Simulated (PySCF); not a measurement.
C₈H₁₅N.
Numbering: `[CH2:1]=[C:2]([CH3:3])[C@@H:4]1[CH2:5][CH2:6][C@H:7]1[CH2:8][NH2:9]` (hydrogens: H10, H11 on C1; H12, H13, H14 on C3; H15 on C4; H16, H17 on C5; H18, H19 on C6; H20 on C7; H21, H22 on C8; H23, H24 on N9)

Cartesian coordinates in Å at the GFN2-xTB level; atoms count from 1:
```
atom  x, y, z in Å
C1     2.254    0.888   -0.126
C2     1.707   -0.232    0.318
C3     2.533   -1.370    0.843
C4     0.229   -0.476    0.368
C5    -0.317   -1.675   -0.439
C6    -1.510   -0.812   -0.868
C7    -0.745    0.440   -0.400
C8    -1.511    1.474    0.411
N9    -2.347    2.275   -0.470
H10    1.667    1.714   -0.487
H11    3.322    1.026   -0.137
H12    2.324   -2.281    0.285
H13    2.289   -1.560    1.888
H14    3.594   -1.148    0.768
H15   -0.076   -0.557    1.417
H16    0.331   -1.925   -1.277
H17   -0.545   -2.580    0.122
H18   -2.396   -1.004   -0.263
H19   -1.782   -0.850   -1.920
H20   -0.262    0.937   -1.240
H21   -2.082    0.960    1.206
H22   -0.799    2.149    0.897
H23   -3.007    1.675   -0.956
H24   -2.881    2.951    0.067
```

Method: PBE0/pcSseg-1 in PySCF (dipole) on a GFN2-xTB geometry, gas phase.

Masses are those of the commonest isotopes; rigid-rotor values at the optimised geometry. The values belong to one conformer with, in the numbering `[CH2:1]=[C:2]([CH3:3])[C@@H:4]1[CH2:5][CH2:6][C@H:7]1[CH2:8][NH2:9]`, C1–C2–C4–C5 120°, C6–C7–C8–N9 -77°, C7–C8–N9–H 60° and 178°, C2–C4–C5–C6 -139°, C4–C5–C6–C7 15°, C5–C6–C7–C8 -135°, C2–C4–C7–C6 136°.

Problem. What are A, B and C (MHz)?

Solution. Ia = 186.61, Ib = 495.32, Ic = 617.96 u·Å²; 505379 MHz·u·Å²/I gives A = 2708, B = 1020, C = 817.8 MHz.

Problem. What kind of rotor is it?

Solution. An asymmetric top. Ray's parameter κ = (2B − A − C)/(A − C) = -0.786; −1 is the prolate and +1 the oblate limit.

Problem. What does the inertial defect say?

Solution. Not planar: Δ = Ic − Ia − Ib = -63.98 u·Å². For a rigid frame Δ = −2 Σ m c², so Σ m c² = 31.99 u·Å² lies off the ab plane: 14.93 from hydrogen and 17.06 from heavier atoms. The atom farthest from that plane is 1.59 Å away.

Problem. Give the other two planar moments, Paa and Pbb, and the rms extents of the mass along the axes.

Solution. Paa = Σ m a² = (Ib + Ic − Ia)/2 = 463.33 and Pbb = Σ m b² = (Ia + Ic − Ib)/2 = 154.63 u·Å². With the mass M = 125.12 u, the rms extents √(P/M) along a, b and c are 1.92, 1.11, 0.51 Å.

Problem. List the rotational levels J(Ka,Kc) to J = 2 (cm⁻¹).

Solution. Above 0(0,0):
J = 1: 1(0,1) 0.0613, 1(1,1) 0.1176, 1(1,0) 0.1244
J = 2: 2(0,2) 0.1834, 2(1,2) 0.2335, 2(1,1) 0.2537, 2(2,1) 0.4227, 2(2,0) 0.4232

Problem. Predict some low-J microwave lines.

Solution. The dipole components are |μa| = 0.34 D, |μb| = 1.06 D, |μc| = 1.24 D. The squared components, which scale the intensities, stand as 0.08 : 0.73 : 1.00 (a : b : c). Some lines, for components of 0.1 D or more:

| type | branch | J(Ka,Kc) | MHz | lower level (cm⁻¹) |
| --- | --- | --- | --- | --- |
| b | R | 3(1,2) ← 2(2,1) | 743 | 0.423 |
| c | Q | 3(1,3) ← 3(0,3) | 1256 | 0.365 |
| b | Q | 2(1,1) ← 2(0,2) | 2110 | 0.183 |
| a | R | 2(1,2) ← 1(1,1) | 3474 | 0.118 |
| c | Q | 4(2,3) ← 4(1,3) | 4390 | 0.705 |
| b | R | 4(1,4) ← 3(0,3) | 8172 | 0.365 |
| c | Q | 3(3,1) ← 3(2,1) | 8871 | 0.609 |
| b | Q | 4(4,0) ← 4(3,1) | 12489 | 1.152 |
| c | R | 4(3,1) ← 3(2,1) | 16261 | 0.609 |
| b | R | 4(3,1) ← 3(2,2) | 16346 | 0.607 |

Problem. Estimate the classical rotational partition function at 25 K, 100 K and 298.15 K.

Solution. Point group C1, symmetry number σ = 1; q = (√π/σ)·√((kT/h)³/(ABC)), k/h = 20836.6 MHz/K: 14000 at 25 K, 112000 at 100 K, 577000 at 298.15 K.

Whether it is a minimum is left open (no frequencies). These are rigid-rotor constants of the computed structure; measured ground-state constants (B0) also hold zero-point vibration. A rigid rotor knows nothing of inversion at nitrogen or internal rotation, which can split or shift real lines. Quadrupole hyperfine structure (14N) is left out.

Hardware: an Arm Neoverse N1 with one thread, no GPU, shared host. Cost: 1.7 min wall, 82 s CPU. This is the PBE0/pcSseg-1 job that gave the dipole, with the shieldings it also computed.
